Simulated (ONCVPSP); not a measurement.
## What the settings do to the ONCV potential of Al (Z = 13)

Base potential:

```
Element                 : aluminium
Generator               : ONCVPSP 4.0.1
Type                    : optimised norm-conserving Vanderbilt (ONCV)
Functional              : PBEsol
Relativity              : scalar-relativistic
Frozen core             : [Ne]
Valence charge          : 3
Reference configuration : 3s2 3p0.75 (charge +0.25)
Partial waves           : 3s: rc 1.75 bohr, ncon 3, nbas 7, qcut 3.6 1/bohr, 2 projectors, debl 1.8 Ha; 3p: rc 1.80 bohr, ncon 4, nbas 7, qcut 4.4 1/bohr, 2 projectors, debl 3 Ha; d scattering state at 0.28 Ha: rc 1.90 bohr, ncon 4, nbas 9, qcut 4.3 1/bohr, 3 projectors, debl 1.4 Ha
Local potential         : polynomial inside 1.25 bohr (lpopt 5, dvloc0 6 Ha)
Core correction         : polynomial model core, fcfact 0.3
```

Cutoffs, loose and tight: the cutoffs (Ha) at which the residual kinetic energy of the hardest occupied pseudo-wave falls to 1 and 0.1 mHa per electron. They do not see the model core or the augmentation charge, which bear on the density cutoff. Test errors are all-electron minus pseudo excitation energies from the reference, over the configurations 3s2 3p1; 3s2 3p0; 3s1 3p0; 3s1 3p2. A dash means not determined; rows that change the core or the reference have their own tests.

For the base: The cutoffs count occupied waves only; projector 2 of the p channel, the hardest unoccupied one, needs 59 Ha at the loose tolerance.

A true bound ghost makes a file unfit for plane-wave use even where its test errors are small: the radial tests pick states by their node count and pass the ghost by.

```tsv
change	outcome	cutoff, loose	cutoff, tight	bound ghosts	GHOST(+) flags above zero	largest test error (meV)
base	generated	5.5 Ha	23 Ha	none	p, d	+6.9
d: nbas 7	generated	5.5 Ha	23 Ha	none	p, d	+6.9
all radii but the core radius scaled by about 0.81 (s 1.42, p 1.46, d 1.54 bohr); local potential polynomial inside 1.02 bohr (lpopt 5, dvloc0 6 Ha)	generated	57 Ha	70 Ha	s, p, d	none	-1.5
d: rc 2.64	generated	5.5 Ha	23 Ha	none	p	+6.9
```

Task: What comes out with this change to the base: core correction Teter function, fcfact 2.25, rcfact 1.6?

Result: outcome: generated; cutoff, loose: 5.5 Ha; cutoff, tight: 23 Ha; bound ghosts: none; GHOST(+) flags above zero: p, d; largest test error (meV): -48.

Task: What comes out with this change to the base: reference 3s2 3p1?

Result: outcome: generated; cutoff, loose: 5.5 Ha; cutoff, tight: 22 Ha; bound ghosts: none; GHOST(+) flags above zero: p, d; largest test error (meV): +7.7.

Task: What comes out with this change to the base: s: qcut 4.8; p: qcut 5.8; d: qcut 5.7?

Result: outcome: generated; cutoff, loose: 6.2 Ha; cutoff, tight: 14 Ha; bound ghosts: none; GHOST(+) flags above zero: p; largest test error (meV): +7.2.
